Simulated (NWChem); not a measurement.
Molecule: C$_{4}$H$_{11}$BO$_{2}$; SMILES O(C)B(CC)OC

```xyz
18

B      0.3903    -0.0003    -0.0984
C     -1.0970     0.0002    -0.6562
C     -2.1405     0.0014     0.4681
H     -1.2602    -0.8788    -1.3023
H     -1.2590     0.8788    -1.3032
H     -2.0386     0.8845     1.1191
H     -2.0414    -0.8826     1.1182
H     -3.1695     0.0032     0.0751
O      1.0860     1.1372     0.1824
C      0.5907     2.4246    -0.0372
H     -0.3988     2.5846     0.4254
H      1.2917     3.1461     0.4084
H      0.5064     2.6579    -1.1133
O      1.0854    -1.1382     0.1823
C      0.5891    -2.4253    -0.0370
H      0.5043    -2.6587    -1.1131
H      1.2896    -3.1472     0.4085
H     -0.4004    -2.5845     0.4259
```
Atoms are numbered in this order, from 1.

All runs: NWChem. Pople sets run with spherical d functions. Structure relaxed at the PBE0/def2-SVP level. No frequency run checked for a minimum. Ions are spin-unrestricted doublets at the neutral geometry; other ion states weren't tried.

```csv
level,−ε(HOMO) (eV)
B3LYP/6-31G*,7.37
PBE/6-31G*,6.06
BHandHLYP/6-31G*,[?]
PBE0/6-31G*,7.66
r2SCAN/6-31G*,6.45
```

**Question.** Fill in the missing entries.

**Answer.** 
- BHandHLYP/6-31G*, −ε(HOMO) (eV): 9.17
